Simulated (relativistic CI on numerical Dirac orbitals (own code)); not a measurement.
**Electric-dipole lines of Os XLI**

These numbers are calculated, not measured: Dirac-Coulomb-Breit CI, KLI orbitals optimised for each configuration, model QED, unscaled Slater integrals (own radial code, finite nucleus).

Configuration list (outside the closed core [Ar] 3d10): 4s2 4p6, 4s2 4p5 4d, 4s 4p6 4d, 4s2 4p5 4f, 4s 4p6 4f, 4p6 4d 4f, 4s2 4p5 5s, 4p6 4d2, 4p5 4d3, 4p5 4d2 4f, 4p5 4d2 5s, 4p6 4f2, 4p5 4d 4f2, 4p5 4f3, 4p5 4f2 5s. Double excitations out of closed p, d and f shells are left out; levels of such configurations are missing from the list, as are those of other unlisted configurations, and high levels can miss mixing partners.

| λ vac (Å) | Lower | Upper | A (s⁻¹) | gf | Branching (%) |
| --- | --- | --- | --- | --- | --- |
| 16.974 | 4s2 4p6 1S_0 [1] | 4s2 4p5 5s 1P°_1 [35] | 4.19e+12 | 5.43e-01 | 99.9 |
| 41.374 | 4p6 4d2 3F_2 [36] | 4p5 4d3 3D°_1 [146] | 3.07e+12 | 2.36e+00 | n/a |
| 42.028 | 4p6 4d2 3P_2 [39] | 4p5 4d3 3S°_1 [162] | 3.07e+12 | 2.44e+00 | n/a |
| 42.331 | 4p6 4d2 1G_4 [40] | 4p5 4d3 3F°_3 [160] | 1.71e+12 | 3.22e+00 | n/a |
| 42.360 | 4p6 4d2 3P_1 [41] | 4p5 4d3 3D°_2 [161] | 2.10e+12 | 2.83e+00 | n/a |
| 42.404 | 4p6 4d2 1G_4 [40] | 4p5 4d3 1G°_4 [159] | 3.44e+12 | 8.34e+00 | n/a |
| 42.594 | 4s2 4p6 1S_0 [1] | 4s2 4p5 4d 1P°_1 [12] | 3.08e+12 | 2.51e+00 | 100.0 |
| 42.819 | 4p6 4d2 3F_4 [42] | 4p5 4d3 3G°_5 [169] | 1.01e+12 | 3.06e+00 | n/a |
| 42.915 | 4p6 4d2 3F_4 [42] | 4p5 4d3 3D°_3 [168] | 2.10e+12 | 4.05e+00 | n/a |
| 43.000 | 4p6 4d2 3F_4 [42] | 4p5 4d3 3F°_4 [166] | 2.82e+12 | 7.03e+00 | n/a |
| 43.007 | 4p6 4d2 1D_2 [43] | 4p5 4d3 3D°_3 [172] | 1.93e+12 | 3.74e+00 | n/a |
| 43.236 | 4p6 4d2 3F_4 [42] | 4p5 4d3 3G°_5 [165] | 1.71e+12 | 5.28e+00 | n/a |
| 44.188 | 4p6 4d2 3F_2 [36] | 4p5 4d3 3F°_2 [139] | 2.59e+12 | 3.80e+00 | n/a |
| 45.509 | 4p6 4d2 3F_3 [38] | 4p5 4d3 3G°_4 [144] | 1.01e+12 | 2.82e+00 | n/a |
| 46.129 | 4p6 4d2 1G_4 [40] | 4p5 4d3 1H°_5 [145] | 1.22e+12 | 4.27e+00 | n/a |
| 50.925 | 4s2 4p5 4d 3P°_0 [2] | 4s 4p6 4d 3D_1 [22] | 6.09e+11 | 7.11e-01 | 28.6 |
| 51.645 | 4p6 4d2 3F_2 [36] | 4p6 4d 4f 3G°_3 [121] | 2.25e+12 | 6.29e+00 | n/a |
| 51.984 | 4s2 4p5 4d 3P°_1 [3] | 4s 4p6 4d 3D_1 [22] | 9.19e+11 | 1.12e+00 | 43.2 |
| 52.454 | 4s2 4p5 4d 3F°_3 [4] | 4s 4p6 4d 3D_2 [23] | 5.07e+11 | 1.05e+00 | 46.4 |
| 52.759 | 4s2 4p5 4d 1D°_2 [7] | 4s 4p6 4d 1D_2 [25] | 6.25e+11 | 1.30e+00 | 39.1 |
| 52.993 | 4s2 4p5 4d 3D°_2 [5] | 4s 4p6 4d 3D_1 [22] | 5.21e+11 | 6.57e-01 | 24.4 |
| 53.453 | 4p6 4d2 3F_3 [38] | 4p6 4d 4f 3G°_4 [127] | 9.47e+11 | 3.65e+00 | n/a |
| 53.609 | 4s2 4p5 4d 3F°_4 [6] | 4s 4p6 4d 3D_3 [24] | 7.19e+11 | 2.17e+00 | 44.3 |
| 53.800 | 4s2 4p5 4d 3D°_2 [5] | 4s2 4p5 4f 3F_2 [21] | 3.44e+11 | 7.46e-01 | 36.5 |
| 54.095 | 4s2 4p5 4d 3D°_3 [8] | 4s 4p6 4d 1D_2 [25] | 4.15e+11 | 9.10e-01 | 25.9 |
| 54.243 | 4s2 4p5 4d 1D°_2 [7] | 4s 4p6 4d 3D_3 [24] | 3.61e+11 | 1.12e+00 | 22.3 |
| 54.442 | 4s2 4p5 4f 3G_5 [18] | 4s 4p6 4f 3F°_4 [32] | 8.46e+11 | 3.38e+00 | 47.7 |
| 54.659 | 4p6 4d2 1G_4 [40] | 4p6 4d 4f 3G°_5 [130] | 7.74e+11 | 3.81e+00 | n/a |
| 54.691 | 4s2 4p5 4f 3G_4 [16] | 4s 4p6 4f 3F°_3 [31] | 7.87e+11 | 2.47e+00 | 42.5 |
| 55.461 | 4s2 4p5 4d 3D°_2 [5] | 4s2 4p5 4f 1F_3 [19] | 2.60e+11 | 8.41e-01 | 49.4 |
| 55.657 | 4s2 4p5 4d 3D°_3 [8] | 4s 4p6 4d 3D_3 [24] | 4.59e+11 | 1.49e+00 | 28.3 |
| 55.831 | 4s2 4p5 4d 3F°_2 [10] | 4s2 4p5 4f 3G_3 [26] | 5.40e+11 | 1.77e+00 | 94.9 |
| 56.230 | 4s2 4p5 4f 3F_4 [20] | 4s 4p6 4f 3F°_4 [32] | 3.26e+11 | 1.39e+00 | 18.3 |
| 56.258 | 4s2 4p5 4d 3F°_3 [4] | 4s2 4p5 4f 3G_4 [16] | 5.25e+11 | 2.24e+00 | 94.0 |
| 58.445 | 4s2 4p5 4d 1P°_1 [9] | 4s 4p6 4d 1D_2 [25] | 3.65e+11 | 9.35e-01 | 22.8 |
| 58.955 | 4s 4p6 4d 3D_1 [22] | 4s 4p6 4f 3F°_2 [30] | 7.73e+11 | 2.01e+00 | 43.1 |
| 59.249 | 4p6 4d2 3F_4 [42] | 4p6 4d 4f 3F°_4 [132] | 8.26e+11 | 3.91e+00 | n/a |
| 59.738 | 4s2 4p6 1S_0 [1] | 4s2 4p5 4d 1P°_1 [9] | 8.44e+11 | 1.35e+00 | 100.0 |
| 60.135 | 4s2 4p5 4d 3P°_2 [11] | 4s2 4p5 4f 3D_3 [28] | 5.46e+11 | 2.07e+00 | 86.4 |
| 60.271 | 4s2 4p5 4d 1P°_1 [12] | 4s2 4p5 4f 3F_2 [27] | 4.11e+11 | 1.12e+00 | 68.8 |
| 60.436 | 4s2 4p5 4d 3F°_4 [6] | 4s2 4p5 4f 3G_5 [18] | 4.56e+11 | 2.74e+00 | 100.0 |
| 60.812 | 4s2 4p5 4d 3D°_3 [8] | 4s2 4p5 4f 3F_4 [20] | 4.23e+11 | 2.11e+00 | 87.2 |
| 60.827 | 4s2 4p5 4d 3F°_3 [13] | 4s2 4p5 4f 3G_4 [29] | 4.58e+11 | 2.28e+00 | 99.5 |
| 61.496 | 4s 4p6 4d 3D_3 [24] | 4s 4p6 4f 3F°_4 [32] | 4.94e+11 | 2.52e+00 | 27.8 |
| 62.118 | 4s 4p6 4d 1D_2 [25] | 4s 4p6 4f 1F°_3 [33] | 5.64e+11 | 2.28e+00 | 31.6 |

Terms are leading LS components. Brackets give the number of a level in order of energy, since labels repeat. The list gives strong lines, with weight on those to low levels, without lines whose two gauges differ by over a factor of 2.5, among the lowest 200 of 1757 levels, so that lines to higher ones, which can be the strongest, are missing. Levels whose partners in the same complex of configurations lie outside the list can be far off, and so can their lines. Rates are taken at the computed energies, electric ones in the length gauge.

At this charge energies of transitions that change n are usually good to better than 1 %, and those within a shell (Δn = 0) to a few per cent.

LS names give the leading component of a level, which can be under half, so a name can repeat, a term be missing and a line seem to break the LS rules.
